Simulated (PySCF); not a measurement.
A GIAO shielding run with PySCF 2.14.0 with density-fitted response routines (density fitting, non-relativistic, gas phase) on `CC[Si@@H](Cl)C#C[SiH2]F`, C₄H₈ClFSi₂:

```
$ OMP_NUM_THREADS=1 python probes_run.py task.json out

{"job": {"kind": "nmr", "xc": "PBE0", "basis": "pcSseg-1"}, "charge": 0, "multiplicity": 1}
C     -1.890889     0.824430     1.492819
C     -2.163617     0.050328     0.206245
Si    -0.958408    -1.400950    -0.055517
Cl    -1.417598    -2.361190    -1.786799
C      0.758358    -0.720484    -0.221288
C      1.866660    -0.247277    -0.339011
Si     3.559374     0.472551    -0.526616
F      3.688635     1.646080     0.569645
H     -2.005111     0.181048     2.362284
H     -2.583853     1.657912     1.593526
H     -0.877232     1.218909     1.494809
H     -3.192690    -0.316451     0.221863
H     -2.097749     0.739277    -0.639543
H     -0.988366    -2.373288     1.038348
H      4.584526    -0.497287    -0.173138
H      3.710360     1.135334    -1.812848
```

Hardware: 1 thread of an Arm Neoverse N1, shared host. The job also computes population analyses, field gradients.

(1) How large is the calculation?

(2) How long does it take, and how much memory does it need?

Answers

(1) 86 electrons, 197 basis functions and 1092 auxiliary functions.

(2) 80 s of wall time, with 14 SCF cycles and 5 response iterations; peak memory 0.87 GiB. Times on a shared host scatter by some tens of per cent.
